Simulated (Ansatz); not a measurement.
Stepwise reaction of `[CH3][Ge]([F])([F])[Br]` with hydrogen, as a gas-phase model of exchange steps in deposition or etching. ΔE in kJ/mol; ΔG adds harmonic PBE0-D4 terms to CCSD(T)/CBS, at 1 bar.

Calculated with Ansatz (gas phase, PBE0-D4/def2-TZVP geometries, no zero-point term in ΔE). CBS: MP2 limit from def2 TZ/QZ plus the TZ coupled-cluster correction, frozen cores. This one scheme is used for every species. Functionals use def2-TZVPP. B3LYP here is the variant with VWN-RPA as its local correlation; programs differ in this. For Br, Ge outer-core shells are correlated without core-valence functions, which leaves a few kJ/mol of doubt a bond. Scalar relativity is left out up to krypton.

```csv
step,reaction,PBE-D4,B3LYP-D4,ωB97M-V,CCSD(T)/CBS,ΔG(500 K)
1,`[CH3][Ge]([F])([F])[Br]` + H₂ → `[CH3][GeH]([F])[Br]` + H–F,52.3,55.5,54.5,48.3,48.2
```

Give the row of step 2, `[CH3][GeH]([F])[Br]` + H₂ → `[CH3][GeH2][Br]` + H–F. (An estimate is asked.)

The calculation gave: 
```
step                                              reaction  PBE-D4  B3LYP-D4  ωB97M-V  CCSD(T)/CBS  ΔG(500 K)
   2  `[CH3][GeH]([F])[Br]` + H₂ → `[CH3][GeH2][Br]` + H–F    49.5      53.0     51.2         44.7       45.1
```

By hand: ΔE of the 2 steps together at CCSD(T)/CBS.

(48.3) + (44.7) = 93.0 kJ/mol, or 46.5 kJ/mol a step.

In ΔE the steps differ by no more than 3.6 kJ/mol. All are uphill at CCSD(T)/CBS. ΔG lies between 45.1 and 48.2 kJ/mol a step. PBE-D4 differs from CCSD(T)/CBS by 4.0 to 4.8 kJ/mol a step. Isolated molecules leave out the surface, adducts and barriers. Largest T1 diagnostic: 0.010.
